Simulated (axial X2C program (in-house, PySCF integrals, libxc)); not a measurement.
**Spin–orbit effects down a group: molecules with I, MP2**

Computed with an axial X2C code built on PySCF integrals, spin-free (one-electron X2C) or two-component (2c: spin–orbit coupling with atomic mean-field Coulomb and Gaunt terms, which also bring small scalar terms), in Dyall basis sets with cores contracted in-house; open shells are unrestricted.

Basis sets: Be dyall-cv3z, Ca dyall-cv3z, I dyall-cv3z, Mg dyall-cv3z. Frozen shells (counts by l): BeI I 4s3p2d, Be 1s, 9 electrons correlated; MgI I 4s3p2d, Mg 2s1p, 9 electrons correlated; CaI I 4s3p2d, Ca 3s2p, 9 electrons correlated. Where the outer core of a metal is frozen, bonds come out longer and ionisation energies lower.

| molecule | spin-free state | Re (Å) | ωe (cm⁻¹) | De (eV) | 2c state | Re 2c (Å) | ωe 2c (cm⁻¹) | De 2c (eV) |
| --- | --- | --- | --- | --- | --- | --- | --- | --- |
| BeI | M_S = 1/2, Λ = 0 | 2.183 | 625.3 | 2.81 | Ω = 1/2 | 2.186 | 622.0 | 2.53 |
| MgI | M_S = 1/2, Λ = 0 | 2.591 | 319.2 | 2.39 | Ω = 1/2 | 2.594 | 317.4 | 2.11 |
| CaI | M_S = 1/2, Λ = 0 | 2.901 | 230.2 | 3.20 | Ω = 1/2 | 2.903 | 229.3 | 2.92 |

Task: Work out the shifts from the spin-free to the two-component result.

Result: 

```
molecule  2c state  ΔRe (Å)  Δωe (cm⁻¹)  ΔDe (eV)
     BeI   Ω = 1/2    0.003        -3.3     -0.28
     MgI   Ω = 1/2    0.003        -1.8     -0.28
     CaI   Ω = 1/2    0.002        -0.9     -0.28
```

Shifts of one unit in the last digit are rounding.

Each entry is the lowest single determinant of a limited PBE0 search at one distance. De goes to single-determinant-based atoms at the same level (for ions the charge split of lowest energy) and is withheld (n/a) where an atom does not fit its ground term or J level. Main or longest-lived isotopes.
